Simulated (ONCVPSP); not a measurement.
**What one change does to a pseudopotential (lithium, ONCV)**

* Element: lithium (Li)
* Generator: ONCVPSP 4.0.1
* Type: optimised norm-conserving Vanderbilt (ONCV)
* Functional: PW91
* Relativity: scalar-relativistic
* Frozen core: none
* Valence charge: 3
* Reference configuration: 1s2 2s0.75 2p0.25
* Partial waves: 1s+2s: rc 1.10 bohr, ncon 3, nbas 6, qcut 9.3 1/bohr, 2 projectors; 2p: rc 4.00 bohr, ncon 4, nbas 7, qcut 1.9 1/bohr, 2 projectors, debl 0.8 Ha; d scattering state at 0.23 Ha: rc 3.75 bohr, ncon 4, nbas 8, qcut 2.6 1/bohr, 2 projectors, debl 1.2 Ha
* Local potential: polynomial inside 1.10 bohr (lpopt 5, dvloc0 4 Ha)
* Core correction: none

All-electron outer shells of the reference configuration (PW91, scalar-relativistic, ld1.x):

```
shell  level (eV)  outermost node (bohr)  outermost maximum (bohr)
   1s      -52.44                      –                      0.36
   2s       -3.03                   0.83                      3.12
   2p       -1.24                      –                      3.86
```

Change: s: ncon 5, nbas 8.

Cutoffs: the cutoffs (Ha) at which the residual kinetic energy of the hardest occupied pseudo-wave falls to 1 and 0.1 mHa per electron; they do not see the model core or the augmentation charge, which bear on the density cutoff. Errors are all-electron minus pseudo energies relative to the spin-unpolarised reference configuration.

Question: What does the change do?

Answer: The potential gets harder (34 Ha and 40 Ha → 41 Ha and 114 Ha); the errors of the 4 common tests hardly move; neither file shows a bound ghost.

```csv
quantity,base,changed
"cutoff, loose",34 Ha,41 Ha
"cutoff, tight",40 Ha,114 Ha
loose cutoff by channel,"s 34 Ha, p 1.5 Ha","s 41 Ha, p 1.5 Ha"
bound ghosts,none,none
GHOST(+) flags under 300 eV,d at 37.7 eV,d at 37.7 eV
"error for 1s2 2s1 2p0, meV [ΔE -0.45 eV]",-0.9,-0.9
"error for 1s2 2s0 2p0, meV [ΔE 4.90 eV]",+8.7,+8.6
"error for 1s2 2s0.5 2p0, meV [ΔE 1.61 eV]",+2.7,+2.7
"error for 1s2 2s0 2p1, meV [ΔE 1.34 eV]",-10,-10
s: phases at 1.12 bohr within 0.05 rad from the reference energy up to (Ha; the scan ends near 5),to the end of the scan,to the end of the scan
p: phases at 4.07 bohr within 0.05 rad from the reference energy up to (Ha; the scan ends near 5),3.4,3.4
d: phases at 3.81 bohr within 0.05 rad from the reference energy up to (Ha; the scan ends near 5),1.1,1.1
```
